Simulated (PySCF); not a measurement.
Species: AlBrClF.
Geometry (PBE0-D3(BJ)/def2-SVP, Å), atoms numbered from 1 in this order:
```xyz
4
AlBrClF angstrom
F      0.3488    1.3560   -1.0882
Al    -0.0071    0.0783   -0.1037
Cl    -1.6015   -1.1555   -0.5905
Br     1.2233   -0.2838    1.7062
```

Method: PySCF 2.14.0, PBE0-D3(BJ)/def2-SVP geometry optimisation, gas phase.

Q: Which atoms are bound to Al2, and at what distances?

A: 3 atoms: F1 1.652 Å, Cl3 2.074 Å, Br4 2.218 Å.

Q: List the angles at Al2.

A: 
| angle | degrees | distance of the outer atoms (Å) |
| --- | --- | --- |
| Cl3–Al2–Br4 | 121.4 | 3.74 |
| F1–Al2–Br4 | 119.5 | 3.36 |
| F1–Al2–Cl3 | 119.1 | 3.22 |

Q: What is the shape at Al2?

A: Planar: angles 121.4°, 119.5° and 119.1°, sum 360.0°, 0.00 Å off the plane of its three neighbours.

Q: What are the rotational constants (commonest isotopes, rigid rotor)?

A: A = 4233, B = 1363, C = 1031 MHz: an asymmetric top.

Point group: Cs (every atom within 0.08 Å of its image). Charge 0, singlet. Not checked by PBE0-D3(BJ)/def2-SVP frequencies.

Hardware: Arm Neoverse V1, one thread, no GPU, shared host. Cost: 19 s. These figures are those of the optimisation.
